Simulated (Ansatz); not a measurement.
Two shapes of singlet CdCl₂.

Shape 1:

```xyz
3

Cl    0.0088   -0.0037   -2.2733
Cd    0.0091   -0.0018    0.0037
Cl   -0.0081   -0.0054    2.2786
```

Shape 2:

```xyz
3

Cl   -0.0287    0.0058   -2.2386
Cd   -0.0101   -0.0168    0.0284
Cl   -0.0065    0.0116    2.2701
```

Basis set: STO-3G (spherical functions). Left uncorrelated: 24 orbitals. Charge 0, multiplicity 1.

Computed with Ansatz (development build ahead of 0.2.0); each method stands on the lowest determinant of its kind that the runs found.

Problem. Which shape is lower in energy, and by how much in each method?

Solution.

```tsv
method	E(2) − E(1) (eV)
RHF	-0.048
RHF-MP2	-0.054
```

Shape 2 is lower.
